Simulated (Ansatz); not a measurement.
A structure relaxed at PBE0-D4/def2-TZVP, charge 0, multiplicity 1:

| atom | x (Å) | y (Å) | z (Å) |
| --- | --- | --- | --- |
| C1 | 1.258 | 0.729 | -1.539 |
| C2 | 0.319 | 1.229 | -0.450 |
| Sn3 | -0.549 | -0.354 | 0.669 |
| O4 | -1.900 | -1.346 | -0.351 |
| O5 | 0.790 | -1.684 | 1.209 |
| O6 | -1.432 | 0.233 | 2.319 |
| H7 | 1.701 | 1.570 | -2.079 |
| H8 | 0.734 | 0.110 | -2.270 |
| H9 | 2.075 | 0.134 | -1.126 |
| H10 | -0.511 | 1.806 | -0.862 |
| H11 | 0.833 | 1.867 | 0.271 |
| H12 | -1.736 | -2.293 | -0.329 |
| H13 | 0.741 | -1.879 | 2.148 |
| H14 | -2.322 | -0.123 | 2.390 |

Give its formula and SMILES.

C2H8O3Sn, `C[CH2][Sn]([OH])([OH])[OH]`.

Point group (tolerance 0.08 Å, 0.16 Å for H)?

C1.

Summarise the bond lengths by kind.

1 × C–C 1.522 Å; 5 × C–H 1.092 to 1.093 Å; 1 × C–Sn 2.124 Å; 3 × O–Sn 1.961 to 1.963 Å; 3 × H–O 0.961 Å.

Computed with Ansatz.
